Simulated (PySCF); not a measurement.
## Partial charges of `C1=C[SiH2][SiH2]C1`

C3H8Si2.
Numbering: `[CH:1]1=[CH:2][SiH2:3][SiH2:4][CH2:5]1` (hydrogens: H6 on C1; H7 on C2; H8, H9 on Si3; H10, H11 on Si4; H12, H13 on C5)

Structure used (GFN2-xTB), in Å, numbered top down from 1:
```xyz
13
C3H8Si2 angstrom
C     -0.5097   -1.3153    0.2023
C      0.8025   -1.2269    0.3931
Si     1.6412    0.4451    0.1648
Si    -0.3609    1.4517   -0.3754
C     -1.3829   -0.1624   -0.1861
H     -1.0271   -2.2635    0.3244
H      1.3555   -2.1133    0.6725
H      2.3160    0.8544    1.4040
H      2.6821    0.3601   -0.8685
H     -0.9060    2.4702    0.5312
H     -0.5435    1.9750   -1.7351
H     -2.1678   -0.0550    0.5673
H     -1.9039   -0.4197   -1.1122
```

Density: PBE0/pcSseg-1 (PySCF); schemes: Mulliken, IAO, Hirshfeld and ESP-fitted. Isolated species at its GFN2-xTB geometry, gas phase.

**Question.** Tabulate the Mulliken, IAO, Hirshfeld and ESP-fitted charges.

**Answer.** In e:

```tsv
atom	environment	Mulliken	IAO	Hirshfeld	ESP-fitted
C1	alkene CH carbon	-0.154	-0.101	-0.029	-0.070
C2	alkene CH carbon	-0.392	-0.438	-0.155	-0.402
Si3	SiH2 silicon	+0.390	+0.439	+0.233	+0.346
Si4	SiH2 silicon	+0.328	+0.434	+0.245	+0.101
C5	sp3 carbon bound to silicon	-0.485	-0.537	-0.158	-0.039
H6	vinylic hydrogen	+0.104	+0.144	+0.045	+0.093
H7	vinylic hydrogen	+0.118	+0.154	+0.041	+0.173
H8	Si–H hydrogen	-0.057	-0.105	-0.078	-0.092
H9	Si–H hydrogen	-0.057	-0.105	-0.078	-0.093
H10	Si–H hydrogen	-0.054	-0.101	-0.077	-0.058
H11	Si–H hydrogen	-0.054	-0.101	-0.077	-0.058
H12	methylene hydrogen	+0.157	+0.159	+0.044	+0.050
H13	methylene hydrogen	+0.156	+0.159	+0.044	+0.050
```

Mean size of the charges over all atoms: IAO 0.229 e, Mulliken 0.193 e, ESP-fitted 0.125 e, Hirshfeld 0.100 e. Each set sums to the total charge, 0, to within 0.001 e. The Hirshfeld scheme divides the density at each point in proportion to the densities of the neutral, spherically averaged free atoms. The ESP scheme is a least-squares fit of atom-centred charges to the potential on four shells outside the van der Waals surface, with the total charge fixed.

Lowest charge. The schemes don't all agree: Mulliken C5 (-0.485); IAO C5 (-0.537); Hirshfeld C5 (-0.158); ESP-fitted C2 (-0.402).

Highest charge. The schemes don't all agree: Mulliken Si3 (+0.390); IAO Si3 (+0.439); Hirshfeld Si4 (+0.245); ESP-fitted Si3 (+0.346).

**Question.** Sum the charges by element.

**Answer.** 
```csv
element,atoms,Mulliken,IAO,Hirshfeld,ESP-fitted
C,3,-1.032,-1.076,-0.342,-0.511
Si,2,+0.717,+0.873,+0.479,+0.446
H,8,+0.314,+0.203,-0.137,+0.065
```

**Question.** How closely do the schemes follow one another over all atoms?

**Answer.** Correlation coefficient and root-mean-square difference: Mulliken with IAO 0.99, 0.051 e; IAO with Hirshfeld 0.95, 0.166 e; Mulliken with Hirshfeld 0.92, 0.138 e; Hirshfeld with ESP-fitted 0.80, 0.101 e; IAO with ESP-fitted 0.80, 0.176 e; Mulliken with ESP-fitted 0.79, 0.149 e.

**Question.** How many electrons does the Mulliken scheme count on Si3?

**Answer.** Z − q = 14 − (+0.390) = 13.610.
